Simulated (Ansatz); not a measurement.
Geometry optimisation, RKS PBE0/def2-SVP (Ansatz).

The input (input.yaml):

```yaml
crystal:
  periodic: [false, false, false]
  atoms:
    - { symbol: B, position_ang: [0.0, 0.0, 0.0] }
    - { symbol: O, position_ang: [0.0, 0.0, 1.76] }
    - { symbol: H, position_ang: [-0.9095, -0.2814, 2.0971] }
    - { symbol: H, position_ang: [1.0305, 0.0, -0.595] }
    - { symbol: H, position_ang: [-1.0305, 0.0, -0.595] }
    - { symbol: Br, position_ang: [0.1049, 2.2181, 0.7379] }
    - { symbol: H, position_ang: [0.0529, 1.119, 1.7348] }
basis:
  gaussian: { orbitals: def2-SVP }
hamiltonian:
  xc: pbe0
relax:
  f_tol: 0.15
  max_steps: 25
  restrain:
    - { distance: [0, 5], at: 3.24, k: 30.0 }
    - { distance: [6, 1], at: 2.21, k: 30.0 }
    - { distance: [0, 1], at: 1.41, k: 30.0 }
    - { distance: [6, 5], at: 1.55, k: 30.0 }
```

Run as:

```bash
$ ansatz run input.yaml --threads 1 --pin off --max-ram 2048MiB --backend cpu --events-out ev --progress --plain --runs-dir out
```

Problem. Where does it end, and by what steps?

Solution. The run converged. The restraints hold the end off the free minimum; the threshold counts their pulls, which the force column leaves out. Restrained pairs: B1–Br6 (2.34 → 3.25 Å), O2–H7 (1.12 → 2.21 Å), B1–O2 (1.76 → 1.38 Å), Br6–H7 (1.48 → 1.50 Å). After 8 steps the energy has fallen by 1.998 eV (the restraints' own energy left out); Br6 moved furthest, 0.71 Å.

```tsv
step	energy less start (eV)	largest force component (eV/Å)	accepted
0	0.0000	4.274	yes
1	-0.5631	2.932	yes
2	-1.0368	2.597	yes
3	-1.4720	1.964	yes
4	-1.9060	1.247	yes
5	-1.9323	1.627	yes
6	-1.9760	1.286	yes
7	-1.9971	1.200	yes
8	-1.9979	1.206	yes
```

```xyz
7
Properties=species:S:1:pos:R:3
B -0.083 -0.228 0.111
O -0.093 -0.415 1.478
H -0.975 -0.598 1.821
H 0.993 -0.031 -0.393
H -1.110 -0.314 -0.525
Br 0.146 2.916 0.882
H 0.370 1.726 1.765
```

Run time: 10 s on 1 thread of AMD EPYC 9R45 96-Core Processor (Zen 5) (shared host), peak memory 0.18 GiB.
